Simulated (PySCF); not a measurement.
Results of a calculation; reference values are marked as such.
Si3H8N3O(-)

Si3H8N3O(-) is a small molecule (built as: end group O-), charge -1, singlet. The structure was relaxed in the gas phase by PBE0-D3(BJ)/def2-SVP. No frequency run checks that it is a minimum.

SMILES: [O-][SiH]1N[SiH2]N[SiH2]N1

Coordinates in Å:
```
N1     -0.331    1.618   -0.033
Si2     0.902    1.147    1.038
N3      1.193   -0.564    0.843
Si4     0.119   -1.768    0.174
N5     -1.001   -1.001   -0.851
Si6    -0.972    0.702   -1.451
O7     -2.369    1.206   -1.932
H8     -0.996    2.325    0.265
H9      0.530    1.545    2.451
H10     2.274    1.763    0.854
H11     2.165   -0.847    0.911
H12    -0.613   -2.577    1.225
H13     1.063   -2.780   -0.444
H14    -1.939   -1.384   -0.924
H15     0.200    0.709   -2.420
```

Shieldings: GIAO PBE0/aug-pcSseg-1.  Core levels by delta-SCF with SCAN, aug-pcX-2 on the ionised atom and aug-pcseg-1 elsewhere, spin-free X2C (2p3/2 is the spin-free 2p value less a third of a first-order spin-orbit splitting); from the vacuum level, for chosen atoms.

(1) Give the NMR and core-level values of the distinct atoms.

(2) Which of Si2, Si6 holds its core electrons tightest, and by how much against the loosest?

(3) By CAM-B3LYP/def2-SVPD (TDDFT singlets, Tamm-Dancoff triplets, ionisation by delta-SCF), where does absorption start, and what does vertical ionisation take?

Answers

(1) 
```csv
atoms,bonded to,σ (ppm),δ (ppm),core level (eV)
N1,2 Si + 1 H,202.3,-,1s 399.40
Si2 Si4,2 N + 2 H,395.6,-,2p3/2 103.11
N3,2 Si + 1 H,227.3,-,-
N5,2 Si + 1 H,202.9,-,1s 399.38
Si6,2 N + 1 O + 1 H,416.5,-,2p3/2 101.72
O7,1 Si,209.9,-,1s 529.83
H8,1 N,30.67,-,-
H9,1 Si,25.80,-,-
H10,1 Si,25.83,-,-
H11,1 N,31.56,-,-
H12,1 Si,25.75,-,-
H13,1 Si,25.83,-,-
H14,1 N,30.77,-,-
H15,1 Si,25.64,-,-
```

Values are those of this one static structure; atoms that internal rotation interchanges would show their mean in an NMR spectrum.

(2) Si2 (bonded to 2 N + 2 H), by 1.38 eV over Si6 (bonded to 2 N + 1 O + 1 H).

(3) The lowest singlet lies at 5.79 eV (f 0.009), the strongest of the first 6 at 6.04 eV (f 0.034), the lowest triplet at 5.66 eV; vertical ionisation takes 4.29 eV.

Excited states of gas-phase anions may lie above the detachment limit and hang on the basis.

The 3 runs behind this took 8.6 min in all, one thread each of Arm Neoverse V2 on a shared host, launched as `OMP_NUM_THREADS=1 python cluster_run.py task.json out`.
